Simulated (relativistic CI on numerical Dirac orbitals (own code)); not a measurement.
**One change at a time: Tb27+**

Base calculation: Dirac-Coulomb-Breit CI, separate exchange-only KLI orbitals for each configuration, model QED (radiative potential, 1s self-energy scaled to tabulated hydrogen-like ionisation energies), unscaled Slater integrals.

Configurations in the expansion (outside the closed core [Ar] 3d10): 4s2.4p6.4d2, 4s2.4p5.4d3, 4s2.4p6.4d.4f, 4s.4p6.4d3, 4s2.4p5.4d2.4f, 4s.4p6.4d2.4f, 4s2.4p6.4d.5s, 4s2.4p6.4f.5s, 4s2.4p6.4d.5p, 4s2.4p6.4d.5d, 4s2.4p5.4d2.5s, 4s2.4p6.4d.5f, 4s2.4p6.5s.5p, 4s2.4p6.4d.5g, 4s2.4p6.4d.6s, 4s.4p6.4d2.5s, 4s2.4p6.4d.6d, 4s2.4p6.4d.6g, 4s2.4p6.4f2, 4s2.4p5.4f3, 4s.4p6.4f3, 4p6.4d4, 4p5.4d5, 4p5.4d4.4f, 4s2.4p6.4f.5p, 4s2.4p5.4f2.5p, 4s.4p6.4f2.5p, 4s2.4p6.5s2, 4s2.4p5.4f.5s2, 4s.4p6.4f.5s2, 4s2.4p6.5p2, 4s2.4p5.4f.5p2, 4s.4p6.4f.5p2, 4p6.4d3.5s, 4p5.4d4.5s, 4p5.4d3.4f.5s, 4s.4p6.4d.5s2, 4s.4p5.4d.4f.5s2, 4p6.4d.4f.5s2. Double excitations out of closed p, d and f shells are left out; levels of such configurations are missing from the list, as are those of other unlisted configurations, and high levels can miss mixing partners. These lack a partner that the ground configuration has and come out too high: 4s2.4p5.4d2.5s, 4s.4p6.4d2.5s.

Variants: (1) configuration mixing switched off; (2) Breit term removed. Shifts of the energy above 4s2.4p6.4d2 3F_2, in cm⁻¹, for the lowest level and the first level of each name with at least 55 % of one term (blank where a level changes its place among those of its configuration and J or its character, or is not in the variant):

```tsv
Level	Base	Δ(1)	Δ(2)
4s2.4p6.4d2 3F_2	0	0	0
4s2.4p6.4d2 3P_0	51942	+1945	-38
4s2.4p6.4d2 3F_3	63629	-196	+1793
4s2.4p6.4d2 3P_1	97972	+2705	+1491
4s2.4p6.4d2 1S_0	239947	-2005	+2875
4s2.4p5.4d3 5D°_0	1008490	-24567	+2649
4s2.4p5.4d3 3P°_0	1089728	-23406	+3501
4s2.4p5.4d3 3P°_1	1155619	-22506	+5512
4s2.4p5.4d3 3I°_7	1160214	-19605	+7019
4s2.4p5.4d3 3D°_1	1191675	-17898	+5463
```

At this charge energies of transitions that change n are usually good to better than 1 %, and those within a shell (Δn = 0) to a few per cent. Terms inside the open d or f shell come out 10 to 20 % too wide with unscaled integrals.

Ionisation energy from the two ground configurations alone: base 954.174 eV; Breit term removed 954.641 eV. The NIST ASD value (theoretical) is 954 eV.

LS names give the leading component of a level, which can be under half, so a name can repeat, a term be missing and a line seem to break the LS rules.
